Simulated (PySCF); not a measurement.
SMILES C[SiH](C)CC[SiH](F)F (GFN2-xTB optimised geometry):

```
20

Si    -2.663    -2.394     3.138
F     -4.253    -2.580     3.067
F     -2.153    -3.910     3.055
C     -2.038    -1.427     1.644
C     -0.507    -1.361     1.564
Si     0.117    -0.457     0.000
C     -0.529     1.334     0.000
C      2.018    -0.457     0.000
H     -2.345    -1.915     4.463
H     -2.437    -0.412     1.655
H     -2.419    -1.892     0.730
H     -0.108    -2.376     1.585
H     -0.125    -0.867     2.460
H     -0.388    -1.163    -1.193
H     -0.133     1.892    -0.843
H     -1.612     1.368    -0.070
H     -0.242     1.862     0.905
H      2.414    -1.467     0.015
H      2.406     0.034    -0.887
H      2.419     0.065     0.864
```

Method: PySCF 2.14.0 with B3LYP/def2-SVP.

What are the frontier orbital energies and the dipole moment?

HOMO-2 -8.81 eV, HOMO-1 -8.50 eV, HOMO -7.75 eV, LUMO 0.79 eV, LUMO+1 1.20 eV; dipole moment 2.93 D.

On the same geometry PBE/def2-SVP (PySCF 2.14.0) gives HOMO-2 -7.65 eV, HOMO-1 -7.40 eV, HOMO -6.65 eV, LUMO 0.13 eV, LUMO+1 0.57 eV; dipole moment 2.81 D.

Meta-Löwdin charges at B3LYP/def2-SVP: Si1 1.27, F2 -0.47, F3 -0.47, C4 -0.42, C5 -0.40, Si6 0.79, C7 -0.54, C8 -0.54, H9 -0.14, H10 0.10, H11 0.11, H12 0.10, H13 0.09, H14 -0.13, H15 0.11, H16 0.11, H17 0.11, H18 0.11, H19 0.11, H20 0.11.
